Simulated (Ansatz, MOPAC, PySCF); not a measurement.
Molecule: InH (charge 0, singlet). SMILES: [InH]
Coordinates optimised at B3LYP-D3(BJ)/def2-TZVP (Ansatz, a quantum-chemistry and plane-wave program):
```
In
H 1 1.8626
```
Charge 0, spin multiplicity 1.

Unscaled harmonic wavenumbers (cm⁻¹) in rising order, each level at the stationary point that it reaches from this structure (no distance between atoms moves by over 0.3 Å); the order of modes can differ between levels, and a negative number is imaginary. B3LYP-D3(BJ)/def2-TZVP (PySCF, at the structure above): 1426.

PM3 (MOPAC): 1791. Zero-point energy 2.6 against 2.0 kcal/mol; where all levels lie over 400 cm⁻¹, the wavenumbers are on average 1.256 times those of B3LYP-D3(BJ)/def2-TZVP.

B3LYP/6-31G* with LANL2DZ past Ar (Ansatz): 1412. Zero-point energy 2.0 against 2.0 kcal/mol; where all levels lie over 400 cm⁻¹, the wavenumbers are on average 0.991 times those of B3LYP-D3(BJ)/def2-TZVP.
